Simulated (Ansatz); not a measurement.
`[SiH3]B[CH2][SnH3]` + `C[SiH](F)Cl` → `C[SiH](F)B[SiH3]` + `Cl[CH2][SnH3]` at 500 K and 1 bar (redistribution).

Gas-phase electronic energies from Ansatz, PBE0-D4/def2-TZVP geometries. CCSD(T)/CBS is the MP2 limit (def2-TZVPP, def2-QZVPP) plus CCSD(T) − MP2 in def2-TZVPP, frozen cores. Elements past krypton have def2 core potentials. For Sn outer-core shells are correlated without core-valence functions, which leaves a few kJ/mol of doubt a bond. Each species was taken in one conformer, which may not be the lowest.

```tsv
species	CCSD(T)/CBS energy (Eh)	H − E (kJ/mol)	S (J/(mol·K))
`[SiH3]B[CH2][SnH3]`	-571.32551	278.3	471.3
`C[SiH](F)Cl`	-889.24457	169.6	369.4
`C[SiH](F)B[SiH3]`	-745.64129	282.2	481.4
`Cl[CH2][SnH3]`	-714.83276	163.5	378.8
```

H − E and S are ideal-gas, rigid-rotor, harmonic terms from PBE0-D4/def2-TZVP, for one conformer and one mirror image of each species. 1 Eh = 2625.50 kJ/mol, R = 8.31446 J/(mol·K).

Task: By hand: ΔE, ΔH, ΔS and ΔG.

Result: ΔE = (-745.64129) + (-714.83276) − (-571.32551) − (-889.24457) = 0.09603 Eh = 252.1 kJ/mol. Δ(H − E) = 282.2 + 163.5 − 278.3 − 169.6 = -2.2, so ΔH = 249.9 kJ/mol. ΔS = 481.4 + 378.8 − 471.3 − 369.4 = 19.5 J/(mol·K). ΔG = 249.9 − 500 × (19.5)/1000 = 240.2 kJ/mol.

Task: By hand: the equilibrium constant, and the temperature at which ΔG would vanish if ΔH and ΔS stayed fixed.

Result: log₁₀ K = −ΔG/(RT ln 10) = -25.1. ΔG = 0 at ΔH/ΔS = 12815 K, far beyond where these terms or the molecules hold.

ΔH outweighs TΔS. A doubt of 5 kJ/mol in ΔE shifts log₁₀ K by 0.5 here. Other conformers and mirror images would add mixing entropy, several J/(mol·K) or more a flexible species. Modes under 60 cm⁻¹, often nearly free rotors, make the harmonic entropy too high. These are equilibria of isolated gas molecules and say nothing of rates. Largest T1 diagnostic: 0.013 (customary marks: 0.02 for closed shells, 0.045 for open ones).
